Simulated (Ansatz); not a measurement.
Geometry optimisation, Ansatz, RKS PBE0-D4/def2-SVP.

Input:

```yaml
crystal:
  periodic: [false, false, false]
  atoms:
    - { symbol: F, position_ang: [-1.3281, -0.5366, -2.334] }
    - { symbol: B, position_ang: [-0.6605, -0.6033, -1.0989] }
    - { symbol: Si, position_ang: [0.8823, -1.577, -0.4656] }
    - { symbol: C, position_ang: [0.4139, -0.6227, 0.9811] }
    - { symbol: "N", position_ang: [-0.8105, -0.0254, 0.3136] }
    - { symbol: Si, position_ang: [-0.652, 1.7914, 0.2166] }
    - { symbol: H, position_ang: [2.1946, -1.0763, -1.0329] }
    - { symbol: H, position_ang: [0.719, -3.0097, -0.3618] }
    - { symbol: H, position_ang: [1.1221, 0.097, 1.3803] }
    - { symbol: H, position_ang: [0.0083, -1.309, 1.8224] }
    - { symbol: H, position_ang: [-0.6829, 2.3533, 1.5911] }
    - { symbol: H, position_ang: [0.637, 2.1342, -0.4216] }
    - { symbol: H, position_ang: [-1.8228, 2.3493, -0.5754] }
basis:
  gaussian: { orbitals: def2-SVP }
hamiltonian:
  xc: pbe0
  dispersion: d4
relax:
  f_tol: 0.02
  max_steps: 50
```

Run as:

```bash
$ ansatz run input.yaml --threads 2 --pin off --max-ram 3072MiB --backend cpu --events-out ev --progress --plain --runs-dir out
```

Where does it end, and by what steps?

The forces met the threshold. After 12 steps the energy has fallen by 1.498 eV; H12 moved furthest, 1.19 Å.

```json
{"step": "0", "energy less start (eV)": "0.0000", "largest force component (eV/Å)": "2.990", "accepted": "yes"}
{"step": "1", "energy less start (eV)": "-0.8718", "largest force component (eV/Å)": "1.833", "accepted": "yes"}
{"step": "2", "energy less start (eV)": "-1.2002", "largest force component (eV/Å)": "0.978", "accepted": "yes"}
{"step": "3", "energy less start (eV)": "-1.3005", "largest force component (eV/Å)": "0.623", "accepted": "yes"}
{"step": "4", "energy less start (eV)": "-1.3684", "largest force component (eV/Å)": "0.402", "accepted": "yes"}
{"step": "5", "energy less start (eV)": "-1.4345", "largest force component (eV/Å)": "0.379", "accepted": "yes"}
{"step": "6", "energy less start (eV)": "-1.4561", "largest force component (eV/Å)": "0.578", "accepted": "yes"}
{"step": "7", "energy less start (eV)": "-1.4854", "largest force component (eV/Å)": "0.317", "accepted": "yes"}
{"step": "8", "energy less start (eV)": "-1.4928", "largest force component (eV/Å)": "0.186", "accepted": "yes"}
{"step": "9", "energy less start (eV)": "-1.4962", "largest force component (eV/Å)": "0.062", "accepted": "yes"}
{"step": "10", "energy less start (eV)": "-1.4968", "largest force component (eV/Å)": "0.080", "accepted": "yes"}
{"step": "11", "energy less start (eV)": "-1.4974", "largest force component (eV/Å)": "0.030", "accepted": "yes"}
{"step": "12", "energy less start (eV)": "-1.4976", "largest force component (eV/Å)": "0.004", "accepted": "yes"}
```

```xyz
13
Properties=species:S:1:pos:R:3
F -1.276 -0.276 -2.230
B -0.464 -0.551 -1.218
Si 0.811 -1.931 -0.479
C 0.746 -0.440 0.747
N -0.232 0.289 -0.102
Si -0.882 1.873 0.327
H 2.151 -2.168 -1.098
H 0.312 -3.221 0.089
H 1.689 0.119 0.870
H 0.342 -0.663 1.750
H -1.555 1.791 1.659
H 0.231 2.866 0.425
H -1.852 2.278 -0.726
```

Time of the run: 34 s on 2 threads of Intel(R) Xeon(R) 6975P-C (Granite Rapids), with other jobs on the host, peak memory 0.33 GiB.
